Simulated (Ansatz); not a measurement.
C4H7O, SMILES [CH2]C(=O)CC, multiplicity 2.

Geometry: PBE0-D3(BJ)/def2-SVP. The isomer is the one that the SMILES or the coordinates give; other isomers of the formula were not compared. Other conformers were not sampled.

Two levels are set side by side: PBE/def2-TZVPD (Ansatz, a quantum-chemistry and plane-wave program) and CAM-B3LYP/def2-TZVPD (Ansatz). Energy differences of separate SCF runs at the same geometry; the states with an electron removed or added have multiplicity 3 and 1. Differences are taken from unrounded values.

| quantity | CAM-B3LYP |
|---|---|
| vertical ionisation energy (eV) | 9.62 |
| vertical electron affinity (eV) | 1.36 |

Task: What does PBE give, and how far is it from CAM-B3LYP? (An estimate is asked for; the answer gives what the named calculation found.)

Result: 
| quantity | PBE | PBE minus CAM-B3LYP |
|---|---|---|
| vertical ionisation energy (eV) | 9.34 | -0.28 |
| vertical electron affinity (eV) | 1.42 | 0.05 |
